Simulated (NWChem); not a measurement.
Molecule: CH₃FMgN₂

```xyz
8

Mg     0.0000     0.0000    -0.6956
F      0.0000     0.0000    -2.4649
C      0.0000     0.0000     1.7165
N      0.0000    -1.1235     1.0223
N      0.0000     1.1235     1.0223
H      0.0000     0.0000     2.8220
H      0.0000    -1.9870     1.5486
H      0.0000     1.9870     1.5486
```
Atoms are numbered in this order, from 1.

Structure relaxed at the PBE0/def2-SVP level.

Symmetry labels are those of C2v in the frame above (b1 and b2, or b-type labels, depend on it).

List the 4 lowest vertical singlet excitations from B3LYP/def2-SVPD, TDA (NWChem).


```
state  energy (eV)  oscillator strength  symmetry  leading excitation (squared amplitude)
-----  -----------  -------------------  --------  --------------------------------------
S1            5.30                0.000        a2                    HOMO → LUMO+1 (0.99)
S2            5.59                0.100        b2                      HOMO → LUMO (0.88)
S3            5.97                0.000        a2                    HOMO → LUMO+2 (0.98)
S4            6.27                0.029        b1                    HOMO → LUMO+3 (0.99)
```
